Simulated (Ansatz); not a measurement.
Consider the redistribution: `O[SiH2]OC(O)F` + `C[C](=S)[GeH3]` → `CC(=S)[SiH2]O` + `OC(F)[O][GeH3]`.

Gas-phase electronic energies from Ansatz, PBE0-D4/def2-TZVP geometries. CCSD(T)/CBS adds triple-zeta CCSD(T) − MP2 to the extrapolated MP2 energy (def2 sets, frozen cores). Functionals use def2-TZVPP. B3LYP here is the variant with VWN-RPA as its local correlation; programs differ in this. For Ge outer-core shells are correlated without core-valence functions, which leaves a few kJ/mol of doubt a bond. Scalar relativity is left out up to krypton. One conformer a species, not always the lowest.

| level | ΔE (kJ/mol) | difference from CCSD(T)/CBS |
| --- | --- | --- |
| PBE-D4 | 46.1 | -12.9 |
| r2SCAN-D4 | 51.7 | -7.3 |
| PBE0-D4 | 50.3 | -8.7 |
| B3LYP-D4 | 52.7 | -6.3 |
| ωB97X-V | 52.5 | -6.5 |
| ωB97M-V | 54.4 | -4.6 |
| B2PLYP | 56.0 | -3.0 |
| PBE | 47.3 | -11.7 |
| PBE0 | 51.2 | -7.8 |
| B3LYP | 54.7 | -4.3 |
| SCS-MP2/def2-TZVPP | 58.2 | -0.8 |
| CCSD(T)/def2-TZVPP | 57.0 | -2.0 |
| HF/def2-QZVPP | 60.7 | 1.7 |
| MP2/def2-QZVPP | 59.9 | 0.9 |
| HF/CBS(def2) | 60.7 | 1.7 |
| CCSD/CBS(def2) | 60.8 | 1.8 |
| CCSD(T)/CBS | 59.0 | 0 |

Largest T1 diagnostic among the species: 0.015.

From PBE to PBE0 (25 % exact exchange), in def2-TZVPP and without D4, ΔE moves by +4.0 kJ/mol.
